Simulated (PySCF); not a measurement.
Input of a run (PBE0-D3(BJ)/def2-SVP geometry optimisation, gas phase, def2 core potentials past Kr (PySCF 2.14.0)), started from GFN2-xTB:
```
{"job": {"xc": "PBE0", "basis": "def2-SVP", "d3": "d3bj", "grid": 1, "maxiter": 40, "shake": 0.03, "kind": "geom"}, "charge": 0, "multiplicity": 1}
Ge     0.060470    -0.074830    -0.808540
C     -0.014080    -0.016490     1.173930
H     -1.078760     0.038110     1.524410
H      0.657770     0.863130     1.537860
H      0.464190    -0.933710     1.510560
I      2.384070    -0.000370    -1.680850
I     -1.158490     2.084530    -1.656550
I     -1.176940    -2.046030    -1.684520
```

Output (energies in Eh, forces in Eh/bohr):
```
step   0  E = -3009.60171549  max force = 0.026457
step   1  E = -3009.60790294  max force = 0.007874
step   2  E = -3009.60831322  max force = 0.003409
step   3  E = -3009.60841638  max force = 0.001090
step   4  E = -3009.60842183  max force = 0.000401
optimisation converged
```

Q: Summarise the run.

A: The energy falls by 0.182 eV over 5 energy and gradient evaluations, the largest force component goes from 0.0265 to 4.0e-04 Eh/bohr, and the atoms move by 0.052 Å rms after alignment. The bond that changes most is Ge1–I7 (ends: germanium bonded to C and 3 I; iodine bonded to Ge), which shortens by 0.104 Å. Bonds longer at the end by more than 0.005 Å: 3 of 7; shorter: 4. Among the angles that change most is H3–C2–H4, from 114.4° to 110.0°. The energy never rose by more than 1e-6 Eh on the way. The first step brought 92 % of the lowering.

Q: What are the final bond lengths?

A: Ge1–C2 1.939 Å, Ge1–I6 2.519 Å, Ge1–I7 2.517 Å, Ge1–I8 2.517 Å, C2–H3 1.099 Å, C2–H4 1.099 Å, C2–H5 1.098 Å. Numbering counts from 1 in the input's order; the species is `[CH3][Ge]([I])([I])[I]` (GeMeI3).

The run used 139 basis functions and 37 SCF cycles in all. Time: 86 s; peak memory 0.62 GiB. Hardware: an Arm Neoverse V2 with one thread (shared host).

Stationary, but not proved a minimum.
